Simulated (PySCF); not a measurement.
BH, SMILES [BH] (connectivity only; charge and spin as stated), neutral, multiplicity 1.

Coordinates come from a r2SCAN-D4/def2-TZVPD optimisation.

These are PySCF with PBE/def2-TZVPD values and carry that method's errors.

Computed frontier levels, gap, dipole moment and polarisability:
```json
{
 "highest_occupied_level": "-5.53 eV",
 "lowest_empty_level": "-3.49 eV",
 "orbital_gap": "2.04 eV",
 "dipole_moment": "0.314 e·Å",
 "quadrupole, principal values (traceless, Buckingham form, about the centre of nuclear charge)": "-3.59, 1.79, 1.79 D·Å",
 "mean_static_polarisability": "23.8 bohr³ (3.52 Å³)",
 "polarisability_principal_values": "23.0, 23.0, 25.3 bohr³"
}
```
